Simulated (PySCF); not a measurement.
BiF₂HO, SMILES [OH][Bi]([F])[F].

Geometry: r2SCAN-D4/def2-SVP. The def2 effective core potentials stand for the cores of Bi; spin–orbit coupling is left out. The values are those of a single conformer.

Computed with IEF-PCM-PBE0/def2-SVP run with PySCF.

The values are the electrostatic part of the solvation free energy, E(continuum) − E(gas) at the gas-phase geometry, in a cavity of scaled van der Waals radii (PySCF's table); cavitation and dispersion terms are not included. A continuum can't describe solvent molecules that bind to the metal. In vacuum the orbital gap is 7.57 eV. The dipole moment in vacuum is 3.37 D.

| solvent | ε | ΔG(elec) (kcal/mol) | dipole (D) | gap (eV) |
|---|---|---|---|---|
| water | 78.36 | ___ | ___ | ___ |
| dichloromethane | 8.93 | -11.1 | 4.10 | 7.83 |
| tetrahydrofuran | 7.43 | -10.6 | 4.07 | 7.82 |

### Question
Complete the blanks. (Estimate from the structure and the level; the computed values follow.)

### Answer

- water, ΔG(elec) (kcal/mol): -13.0
- water, dipole (D): 4.24
- water, gap (eV): 7.89
